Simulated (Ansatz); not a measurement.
CH7N3W (`[CH3][W](=[NH])(=[NH])[NH2]`), 12 atoms. Total charge 0; spin multiplicity 1. Correlated methods include outer-core shells of W, which these sets cover unevenly. W takes the def2 core potential. All runs use 4 threads of an Arm Neoverse V2 on a shared host. Correlated methods freeze the cores.

Problem. How many basis functions does each run have, and how long does it take in Ansatz? RHF-MP2/def2-QZVPP energy; RKS ωB97M-V/def2-QZVPP energy; RKS B97M-V/def2-TZVPP energy; RHF-CCSD(T)/def2-SVP energy; RKS PBE-D4/def2-TZVPP energy and forces; direct RPA on PBE orbitals/def2-TZVPP energy; RKS PBE0-D4/def2-TZVP relaxation (10 steps); RKS ωB97M-V/def2-SVP energy; RKS PBE0-D4/def2-SVP energy; RKS PBE0-D4/def2-QZVPP energy; RHF-CCSD(T)/def2-TZVPP energy; RKS PBE0-D4/def2-TZVPP energy. (Best estimate.)

Solution. The calculation gave: Other jobs shared the machine, so times are rough.

| level | job | functions | wall time | peak host memory (GiB) |
| --- | --- | --- | --- | --- |
| RKS PBE0-D4/def2-SVP | energy | 123 | 1.4 s | 0.29 |
| RKS PBE-D4/def2-TZVPP | energy and forces | 278 | 3.2 s | 0.36 |
| RKS PBE0-D4/def2-TZVPP | energy | 278 | 3.6 s | 0.68 |
| RKS ωB97M-V/def2-SVP | energy | 123 | 6 s | 0.42 |
| RKS PBE0-D4/def2-QZVPP | energy | 519 | 9 s | 1.8 |
| direct RPA on PBE orbitals/def2-TZVPP | energy | 278 | 9 s | 0.82 |
| RKS B97M-V/def2-TZVPP | energy | 278 | 13 s | 0.48 |
| RHF-CCSD(T)/def2-SVP | energy | 123 | 18 s | 0.91 |
| RKS ωB97M-V/def2-QZVPP | energy | 519 | 23 s | 2.3 |
| RHF-MP2/def2-QZVPP | energy | 519 | 26 s | 3.4 |
| RKS PBE0-D4/def2-TZVP | relaxation (10 steps) | 206 | 39 s | 0.54 |
| RHF-CCSD(T)/def2-TZVPP | energy | 278 | 7.4 min | 8.7 |
